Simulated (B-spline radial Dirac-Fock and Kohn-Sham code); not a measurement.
# K-line shifts caused by a second vacancy in W⁴⁺

System: W⁴⁺, [Xe] 4f14 6s2 (not the ground configuration).

Method: ΔSCF Dirac-Fock with Breit, self-energy and vacuum polarisation, finite nucleus, configuration average. Computed with a radial B-spline solver. Each two-hole energy is an average over J within one jj subconfiguration, not an observable level; in light atoms, where LS coupling holds, the j-resolved values are not observed lines, and for a K spectator the Kα1 hypersatellite is nearly forbidden. Electron correlation is not included.

Lines without a spectator: Kα2 (K-L2) 57977.0 eV, Kα1 (K-L3) 59314.5 eV, Kβ3 (K-M2) 66943.3 eV, Kβ1 (K-M3) 67236.2 eV. Shifts in eV with one spectator hole (a dash: not computed, or left out as unreliable):

```csv
spectator hole,Kα2,Kα1,Kβ3,Kβ1
K (1s),+981.2,+1055.4,+1270.4,+1287.7
L2 (2p1/2),+125.1,+168.6,–,+320.9
L3 (2p3/2),+94.5,+103.7,+241.6,–
M2 (3p1/2),–,+26.60,+51.3,+60.9
M3 (3p3/2),+14.49,–,+43.6,+44.1
M4 (3d3/2),+4.86,+1.47,–,–
M5 (3d5/2),-0.54,+3.50,–,–
```
